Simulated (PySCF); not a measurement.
C6H12Si2.
Atom-mapped SMILES: `[CH3:1][C:2]1=[CH:3][Si@@H:4]([CH3:5])[CH:6]=[CH:7][SiH2:8]1` (hydrogens: H9, H10, H11 on C1; H12 on C3; H13 on Si4; H14, H15, H16 on C5; H17 on C6; H18 on C7; H19, H20 on Si8)

Method: PBE0-D3(BJ)/def2-SVP geometry optimisation, gas phase in PySCF.

List the bond lengths, angles and torsions at this level.

```
                  bond  length (Å)
                 C1–C2       1.503
                 C2=C3       1.349
                C3–Si4       1.870
                Si4–C5       1.881
                Si4–C6       1.875
                 C6=C7       1.346
                C7–Si8       1.871
                C2–Si8       1.885
 C1–H9, C1–H10, C1–H11       1.103
                C3–H12       1.104
               Si4–H13       1.501
C5–H14, C5–H15, C5–H16       1.101
                C6–H17       1.101
                C7–H18       1.100
               Si8–H19       1.499
               Si8–H20       1.500
```

Bonds in one row agree within 0.01 Å and their mean is given. A selection of angles:
```
    angle  degrees
 C1–C2–C3    122.0
C1–C2–Si8    116.2
C3–C2–Si8    121.7
C2–C3–Si4    127.3
C3–Si4–C5    110.7
C3–Si4–C6    109.8
C5–Si4–C6    110.3
Si4–C6–C7    124.9
C6–C7–Si8    124.4
C2–Si8–C7    111.9
```

Torsions: C1–C2–C3–Si4 180° (antiperiplanar); C2–C3–Si4–C5 -120° (anticlinal); C3–Si4–C6–C7 -2° (synperiplanar); Si4–C6–C7–Si8 1° (synperiplanar); C6–C7–Si8–C2 1° (synperiplanar); C1–C2–Si8–C7 179° (antiperiplanar).

The 6-membered ring C2–C3–Si4–C6–C7–Si8 has internal angles of 109.8° to 127.3°; it is almost planar, 0.01 Å rms from its mean plane, widest ring torsion 2°. Si4 (SiH silicon) is tetrahedral (angles from 107.9° to 110.7°). The 3 C–C bonds span 1.346 Å (C6=C7, drawn double) to 1.503 Å (C1–C2, drawn single), a spread of 0.157 Å. Si8 (SiH2 silicon) is distorted tetrahedral (angles from 106.0° to 111.9°). Of the pairs four or more bonds apart, H11···H12 is among the closest relative to their van der Waals radii: 2.31 Å, 96 % of the sum of Bondi's values.

Point group: C1 (no symmetry element, even within 0.4 Å). No PBE0-D3(BJ)/def2-SVP frequencies stand behind this structure, so it isn't proved a minimum.

Rough CPU time on one thread of a shared machine: about 90 s. This is the geometry optimisation.
